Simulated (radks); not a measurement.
Problem. All-electron atom: Au56+ in [Ar] 3d5. Calculated with a radial shooting solver on a logarithmic mesh with Libxc functionals: Dirac Kohn-Sham, exchange-only PBE, spin-unpolarised, spherical densities, finite nucleus; open shells fill j = l - 1/2 first; Fermi nuclear charge, rms radius 5.4371 fm. Some entries of the table are withheld. Estimate them.

| orbital | occ. | eigenvalue (Ry) | <1/r> (bohr^-1) |
|---|---|---|---|
| 1s1/2 | 2 | -6199.763 | (1) |
| 2s1/2 | 2 | (2) | (3) |
| 2p1/2 | 2 | -1272.542 | (4) |
| 2p3/2 | 4 | -1136.290 | (5) |
| 3s1/2 | 2 | -488.8155 | 9.102 |
| 3p1/2 | 2 | (6) | 9.018 |
| 3p3/2 | 4 | (7) | 7.870 |
| 3d3/2 | 4 | -413.3676 | (8) |
| 3d5/2 | 1 | -405.8610 | (9) |

Solution. 
(1) 1s1/2 <1/r> (bohr^-1): 95.69
(2) 2s1/2 eigenvalue (Ry): -1313.129
(3) 2s1/2 <1/r> (bohr^-1): 23.64
(4) 2p1/2 <1/r> (bohr^-1): 23.58
(5) 2p3/2 <1/r> (bohr^-1): 19.23
(6) 3p1/2 eigenvalue (Ry): -472.0898
(7) 3p3/2 eigenvalue (Ry): -438.6502
(8) 3d3/2 <1/r> (bohr^-1): 7.744
(9) 3d5/2 <1/r> (bohr^-1): 7.482
